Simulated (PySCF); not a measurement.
Compound: C3H2F3OS (charge +1).
Cartesian coordinates in Å at the PBE0-D3(BJ)/def2-SVP level; atoms count from 1:
```
atom  x, y, z in Å
O1    -1.5046    1.3044    1.7742
C2    -1.3706    0.5468    0.9635
C3    -1.1423   -0.4693   -0.0243
S4     0.4495   -1.2675    0.3743
C5     1.5027    0.0428   -0.4042
F6     1.3226    0.0788   -1.7058
F7     1.1539    1.2323    0.0887
F8     2.7398   -0.2307   -0.1103
H9    -1.1820   -0.0201   -1.0360
H10   -1.9606   -1.2119    0.0595
```

The calculation used core-valence-separated Tamm–Dancoff BHandHLYP/aug-pcX-1 (pcseg-1 on H, def2-SVPD on S) in PySCF, non-relativistic, gas phase, PBE0-D3(BJ)/def2-SVP geometry. The energies are unshifted.

Question: What does the O 1s absorption edge look like?

Answer: 
| E (eV) | f | core hole on | main final orbital | polarisation |
| --- | --- | --- | --- | --- |
| 531.59 | 0.0500 | O1 | LUMO+1 (85 %) | across the triple bond |
| 531.69 | 0.0479 | O1 | LUMO (80 %) | across the triple bond |
| 537.62 | 0.0103 | O1 | LUMO+2 (56 %) | along the triple bond |
| 539.76 | 0.0007 | O1 | LUMO+3 (57 %) | – |
| 540.66 | 0.0050 | O1 | LUMO+4 (64 %) | mixed |
| 540.72 | 0.0028 | O1 | spread | mixed |
| 540.83 | 0.0029 | O1 | LUMO+5 (54 %) | mixed |

The first line with a tenth or more of the strongest one's intensity is at 531.59 eV (f = 0.050), with the hole on O1 (oxygen bonded to C), polarised across the triple bond: a 1s→π* resonance. It is also the strongest listed.

Question: Give energies, oscillator strengths and core holes at the C K edge.

Answer: 
| E (eV) | f | core hole on | main final orbital | polarisation |
| --- | --- | --- | --- | --- |
| 285.01 | 0.0890 | C2 | LUMO+1 (92 %) | across the triple bond |
| 285.05 | 0.0865 | C2 | LUMO (86 %) | across the triple bond |
| 285.54 | 0.0047 | C3 | LUMO (97 %) | – |
| 285.81 | 0.0003 | C3 | LUMO+1 (99 %) | – |
| 287.67 | 0.0707 | C3 | LUMO+4 (32 %) | – |
| 287.92 | 0.0265 | C3 | LUMO+2 (58 %) | – |
| 289.10 | 0.0374 | C3 | LUMO+6 (38 %) | – |
| 289.34 | 0.0378 | C3 | LUMO+5 (53 %) | – |
| 290.13 | 0.0155 | C3 | LUMO+3 (46 %) | – |
| 290.65 | 0.0673 | C5 | LUMO+3 (49 %) | – |
| 291.14 | 0.0018 | C2 | LUMO+2 (54 %) | mixed |
| 291.42 | 0.0149 | C5 | LUMO (81 %) | – |
| 291.73 | 0.0023 | C3 | LUMO+7 (57 %) | – |
| 292.06 | 0.0018 | C5 | LUMO+1 (98 %) | – |
| 292.29 | 0.0043 | C3 | LUMO+9 (30 %) | – |

The first line with a tenth or more of the strongest one's intensity is at 285.01 eV (f = 0.089), with the hole on C2 (triply bonded carbon), polarised across the triple bond: a 1s→π* resonance. It is also the strongest listed.

Question: Give energies, oscillator strengths and core holes at the F K edge.

Answer: 
```
E (eV)       f  core hole on        main final orbital
685.24  0.0022            F7               LUMO (97 %)
685.48  0.0021            F7             LUMO+1 (96 %)
685.58  0.0035         F6/F8  LUMO (2 roots, f summed)
685.97  0.0019            F6             LUMO+1 (94 %)
686.35  0.0002            F8            LUMO+1 (100 %)
686.64  0.0191            F6             LUMO+2 (39 %)
686.79  0.0203            F7             LUMO+2 (41 %)
687.16  0.0169            F8             LUMO+3 (41 %)
687.96  0.0124            F8             LUMO+2 (41 %)
688.07  0.0050            F7             LUMO+3 (46 %)
688.16  0.0019            F6             LUMO+3 (44 %)
688.33  0.0192            F7                    spread
688.55  0.0236            F6                    spread
688.58  0.0063            F8             LUMO+3 (41 %)
```

The first line with a tenth or more of the strongest one's intensity is at 685.58 eV (f = 0.004, sum of 2), with the hole on F6/F8 (fluorine of a CF3 group). The strongest listed is at 688.55 eV (f = 0.024; F6).

Roots within 0.03 eV whose holes lie on the same, on equivalent or on shared atoms are summed into one line, and the highest roots are left out, as the search may have cut off their partners. Final orbitals are the ground state's empty Kohn–Sham orbitals. A dash: too weak, shared between unlike atoms, or no plane or axis to refer to.

Question: What are the wavelength and the wavenumber of the 531.69 eV line?

Answer: λ = 12398.42 eV Å/531.69 eV = 23.319 Å; 4.2884 × 10⁶ cm⁻¹.

The list ends where the root search ended, not at a threshold.

One conformer stands for the species.
